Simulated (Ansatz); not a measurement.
`N[Si](F)(Cl)Br` + H₂O → `N[Si](O)(F)Cl` + HBr at 400 K and 1 bar (formal hydrolysis of the Si–Br bond).

Computed with Ansatz on PBE0-D4/def2-TZVP structures; ΔE is electronic, products minus reactants. CCSD(T)/CBS adds triple-zeta CCSD(T) − MP2 to the extrapolated MP2 energy (def2 sets, frozen cores). This one scheme is used for every species. For Br outer-core shells are correlated without core-valence functions, which leaves a few kJ/mol of doubt a bond. Scalar relativity is left out up to krypton. Each species was taken in one conformer, which may not be the lowest.

| species | CCSD(T)/CBS energy (Eh) | H − E (kJ/mol) | S (J/(mol·K)) |
| --- | --- | --- | --- |
| `N[Si](F)(Cl)Br` | -3478.08790 | 117.1 | 393.9 |
| H₂O | -76.37941 | 69.8 | 198.6 |
| `N[Si](O)(F)Cl` | -980.55564 | 152.6 | 371.4 |
| HBr | -2573.91920 | 27.6 | 207.2 |

H − E and S are ideal-gas, rigid-rotor, harmonic terms from PBE0-D4/def2-TZVP, for one conformer and one mirror image of each species. 1 Eh = 2625.50 kJ/mol, R = 8.31446 J/(mol·K).

Task: By hand: ΔE, ΔH, ΔS and ΔG.

Result: ΔE = (-980.55564) + (-2573.91920) − (-3478.08790) − (-76.37941) = -0.00753 Eh = -19.8 kJ/mol. Δ(H − E) = 152.6 + 27.6 − 117.1 − 69.8 = -6.7, so ΔH = -26.5 kJ/mol. ΔS = 371.4 + 207.2 − 393.9 − 198.6 = -13.9 J/(mol·K). ΔG = -26.5 − 400 × (-13.9)/1000 = -20.9 kJ/mol.

Task: By hand: the equilibrium constant, and the temperature at which ΔG would vanish if ΔH and ΔS stayed fixed.

Result: log₁₀ K = −ΔG/(RT ln 10) = 2.7. ΔG = 0 at ΔH/ΔS = 1906 K, though so small a ΔS makes that figure unsure.

The number of gas molecules stays the same, so ΔS is small and ΔH decides. A doubt of 5 kJ/mol in ΔE shifts log₁₀ K by 0.7 here. Other conformers and mirror images would add mixing entropy, several J/(mol·K) or more a flexible species. These are equilibria of isolated gas molecules and say nothing of rates. Largest T1 diagnostic: 0.010 (customary marks: 0.02 for closed shells, 0.045 for open ones).
